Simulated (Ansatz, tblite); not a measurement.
Cost and result up the ladder for BCl2(NH2) (BNCl₂H₂) (6 atoms). Charge 0, multiplicity 1. Geometry: PBE-D4/def2-TZVP.

```xyz
6

B    -0.126   -0.471   -0.316
Cl    0.181   -0.483   -2.060
Cl   -0.820   -1.904    0.459
N     0.176    0.659    0.442
H     0.014    0.701    1.442
H     0.574    1.497    0.032
```

Ansatz on 4 threads of Arm Neoverse V2 on a shared host; xTB runs through tblite on one thread. Times are rough, summed over both states, and most runs start from the orbitals of an earlier one. PBE0-D4/def2-TZVP serves as the yardstick here, not as an exact answer. The other state is a doublet.

The xTB rows come from tblite. HOMO above LUMO, or a gap near zero within one spin, warns that the state may not be the lowest or that an electron is smeared out.

Raw xTB energies of ions are shifted by several eV.

```
                          level  functions  vertical IE (eV)  difference from PBE0-D4/def2-TZVP (eV)                                     remarks
PBE0-D4/def2-TZVP (with forces)        148             10.73                                    0.00                                           –
                       GFN1-xTB         30             15.22                                    4.48                                           –
                       GFN2-xTB         28             14.67                                    3.94                                           –
               PBE-D4/def2-TZVP        148             10.38                                   -0.35  gap within one spin near zero (+1 doublet)
            r2SCAN-D4/def2-TZVP        148             10.54                                   -0.19  gap within one spin near zero (+1 doublet)
```

Question: Estimate how long each takes.

Answer: GFN2-xTB 0.006 s; GFN1-xTB 0.007 s; PBE-D4/def2-TZVP 2.5 s; PBE0-D4/def2-TZVP (with forces) 5 s; r2SCAN-D4/def2-TZVP 8.1 s. On shared hardware such times vary by a factor of up to 3.
